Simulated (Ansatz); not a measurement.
H5O5Ta (`[OH][Ta]([OH])([OH])([OH])[OH]`). Charge 0, multiplicity 1. Ta takes the def2 core potential. Geometry: relaxed with PBE0-D4/def2-TZVP. It is one conformer, not always the lowest.

```xyz
11

O    -1.282    0.205   -1.058
Ta    0.184   -0.167    0.151
O     0.400    1.757    0.321
O     1.638   -0.286    1.350
O    -0.988   -1.158    1.296
O     1.079   -1.168   -1.214
H    -1.845    0.823   -1.514
H    -0.185    2.336   -0.166
H     2.246    0.249    1.853
H    -1.904   -1.290    1.045
H     0.657   -1.301   -2.065
```

(1) What is the dipole moment at r2SCAN/def2-TZVPP? (Estimate.)

(2) And with PBE, B3LYP, ωB97M-V? (An estimate is asked.)

(3) Give the Mulliken charges with r2SCAN, B3LYP, ωB97M-V in def2-TZVPP. (Estimate.)

Answers

(1) Computed: 3.47 D, with components (-2.33, 1.71, -1.92) D in this frame, pointing from negative to positive charge.

(2) Computed: PBE 3.37 D, B3LYP 3.51 D, ωB97M-V 3.54 D.

(3) Ansatz gave: 
```tsv
atom	r2SCAN	B3LYP	ωB97M-V
O1	-0.48	-0.45	-0.43
Ta2	1.15	1.10	1.07
O3	-0.44	-0.42	-0.40
O4	-0.40	-0.37	-0.35
O5	-0.42	-0.39	-0.38
O6	-0.42	-0.39	-0.38
H7	0.19	0.17	0.16
H8	0.19	0.17	0.16
H9	0.21	0.19	0.18
H10	0.21	0.19	0.19
H11	0.21	0.19	0.19
```

B3LYP here is the variant with VWN-RPA as its local correlation; programs differ in this.
